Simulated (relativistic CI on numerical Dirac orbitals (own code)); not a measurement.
What each ingredient does to the levels of Cs³⁸⁺

Base calculation: Dirac-Coulomb-Breit CI, KLI orbitals optimised for each configuration, QED by a radiative potential, unscaled Slater integrals.

Configuration list (outside the closed core [Ne]): 3s²3p⁵, 3s3p⁶, 3s²3p⁴3d, 3s3p⁵3d, 3p⁶3d, 3s3p⁴3d², 3s²3p³3d4p, 3p⁶4s, 3s3p⁴3d4s, 3s²3p⁴4s, 3p⁶4p, 3s²3p⁴4p, 3s²3p⁴4d, 3p⁵3d4p, 3s3p⁵4s, 3s²3p⁴4f, 3s3p⁵4p, 3s3p⁵4d, 3s3p⁵4f, 3s²3p⁴5s, 3s²3p⁴5p, 3s²3p³4s4p, 3s²3p⁴5d, 3s²3p⁴5f, 3s²3p⁴5g, 3s3p⁴4s², 3s3p⁵5s, 3s3p⁵5p, 3s²3p³3d², 3s²3p²3d³, 3s3p³3d³, 3s²3p²3d²4s, 3s²3p²3d²4p, 3s²3p²3d²4d, 3p⁵3d², 3p⁴3d³, 3p⁴3d²4s, 3p⁴3d²4p, 3p⁴3d²4d, 3s²3p³3d4s, 3s3p³3d²4s, 3s²3p²3d4s², 3s²3p²3d4s4p, 3s²3p²3d4s4d, 3p⁵3d4s, 3p⁴3d4s², 3p⁴3d4s4p, 3p⁴3d4s4d, 3s²3p³4s², 3s3p³3d4s², 3s²3p²4s²4p, 3s²3p²4s²4d, 3s²3p³4p², 3s²3p²3d4p², 3s3p³3d4p², 3s²3p²4s4p², 3s²3p²4p³, 3s²3p²4p²4d. Double excitations out of closed p, d and f shells are left out; levels of such configurations are missing from the list, as are those of other unlisted configurations, and high levels can miss mixing partners. These lack a partner that the ground configuration has and come out too high: 3s²3p⁴4f, 3s3p⁵4p, 3s3p⁵4d, 3s3p⁵4f, 3s²3p⁴5s.

Variants: (1) QED terms removed; (2) Breit term removed. Shifts of the energy above 3s²3p⁵ ²P°3/2, in eV, for the lowest level and the first level of each name with at least 55 % of one term (blank where a level changes its place among those of its configuration and J or its character, or is not in the variant):

| Level | Base | Δ(1) | Δ(2) |
| --- | --- | --- | --- |
| 3s²3p⁵ ²P°3/2 | 0.000 | 0.000 | 0.000 |
| 3s²3p⁵ ²P°1/2 | 84.511 | -0.136 | +1.098 |
| 3s²3p⁴3d ²D3/2 | 179.040 | +0.203 | +0.600 |
| 3s²3p⁴3d ⁴F9/2 | 182.716 | +0.149 | +1.569 |
| 3s²3p⁴3d ⁴D1/2 | 236.709 | +0.075 | +1.659 |
| 3s²3p⁴3d ²G7/2 | 252.410 | +0.068 | +2.122 |
| 3s²3p⁴3d ²G9/2 | 270.329 | +0.014 | +2.830 |
| 3s3p⁵3d ⁴F°9/2 | 375.128 | +1.011 | +1.969 |

At this charge energies of transitions that change n are usually good to better than 1 %, and those within a shell (Δn = 0) to a few per cent.

Ionisation energy from the two ground configurations alone: base 2766.9 eV; Breit term removed 2769.03 eV. The NIST ASD value (theoretical) is 2767 eV.

LS names give the leading component of a level, which can be under half, so a name can repeat, a term be missing and a line seem to break the LS rules.
